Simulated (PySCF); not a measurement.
# Sm: excitation energy

Sm [Xe] 4f6 6s2 (7F) → Sm [Xe] 4f7 6s1 (9S), as a difference of total energies. Computed with PySCF 2.14 in cc-pVDZ-X2C (8s7p5d3f1g, 84 functions), with the spin-free X2C one-electron Hamiltonian (Gaussian nucleus). Correlated levels: valence: [Kr] 4d10 frozen; valence and next inner shell: [Ar] 3d10 frozen. The calculations carry no spin-orbit coupling.

```json
{"method": "UHF", "excitation energy (cm⁻¹)": "44729"}
{"method": "LDA", "excitation energy (cm⁻¹)": "15597"}
{"method": "PBE", "excitation energy (cm⁻¹)": "16910"}
{"method": "PBE0", "excitation energy (cm⁻¹)": "24179"}
{"method": "r2SCAN", "excitation energy (cm⁻¹)": "18779"}
{"method": "MP2 (valence)", "excitation energy (cm⁻¹)": "28589"}
{"method": "SCS-MP2 (valence)", "excitation energy (cm⁻¹)": "39913"}
{"method": "MP2 (valence and next inner shell)", "excitation energy (cm⁻¹)": "26170"}
{"method": "SCS-MP2 (valence and next inner shell)", "excitation energy (cm⁻¹)": "37760"}
```

A first-order spin-orbit estimate (lowest level to lowest level, LS coupling) adds 0.319 eV.

In the upper state the promoted electron has a positive orbital energy at LDA, PBE, PBE0, r2SCAN, so the basis confines it.
